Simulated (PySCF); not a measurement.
MoCl⁺: energy against distance

Set-up: Mo def2-TZVPPD with ECP28, Cl def2-TZVPPD; scalar-relativistic core potentials (PySCF 2.14). Energies in eV from Mo⁺ (4d5) + Cl in their ground configurations at the same level. State: ⁵Σ⁺ (quintet), unpaired electrons π ↑↑, δ ↑↑.

All columns are PBE0. A positive dipole points towards Cl; it is taken about the centre of mass and depends on that origin.

| R (Å) | E (eV) | μ (D) | Mulliken charge on Mo (basis-dependent) | HOMO (eV) | LUMO (eV) | Mayer bond order | ⟨S²⟩ |
| --- | --- | --- | --- | --- | --- | --- | --- |
| 1.907 | -1.401 | -3.27 | 1.22 | -12.08 | -10.02 | 1.45 | 6.01 |
| 1.995 | -2.200 | -3.74 | 1.20 | -12.35 | -10.08 | 1.42 | 6.01 |
| 2.084 | -2.635 | -4.21 | 1.17 | -12.61 | -10.17 | 1.38 | 6.01 |
| 2.151 | -2.785 | -4.55 | 1.16 | -12.78 | -10.25 | 1.36 | 6.02 |
| 2.217 | -2.823 | -4.88 | 1.15 | -12.92 | -10.34 | 1.33 | 6.02 |
| 2.284 | -2.776 | -5.20 | 1.15 | -13.04 | -10.44 | 1.30 | 6.02 |
| 2.372 | -2.619 | -5.60 | 1.15 | -13.14 | -10.57 | 1.26 | 6.03 |
| 2.483 | -2.323 | -6.04 | 1.16 | -13.17 | -10.73 | 1.20 | 6.04 |
| 2.616 | -1.899 | -6.44 | 1.18 | -13.11 | -10.91 | 1.11 | 6.09 |
| 2.793 | -1.333 | -6.59 | 1.18 | -13.00 | -11.04 | 0.94 | 6.23 |

A fit through these points gives, at Re = 2.210 Å, μ = -4.85 D and dμ/dR = -4.92 D/Å; the reduced mass is 25.77 u.

Problem. How strong is the fundamental in the double-harmonic approximation, I = 42.26·(dμ/dR)²/μred km/mol?

Solution. I = 42.26·(-4.92)²/25.77 = 39.7 km/mol at PBE0.

The metal atom is held in its measured ground configuration; semilocal functionals can put another filling of s and d lower by some tenths of an eV, and De to that atom would be smaller. ⟨S²⟩ of the unrestricted solution departs from its pure value on part of the curve, where spin states mix. These are scalar-relativistic numbers at best; spin–orbit coupling would shift them, the dissociation energy most. For an ion De counts to the pair picked by the measured ionisation energies or electron affinities, which need not be the lowest pair at this level. With d or f electrons several states lie close, and the lowest PBE0 determinant need not be the measured ground state.
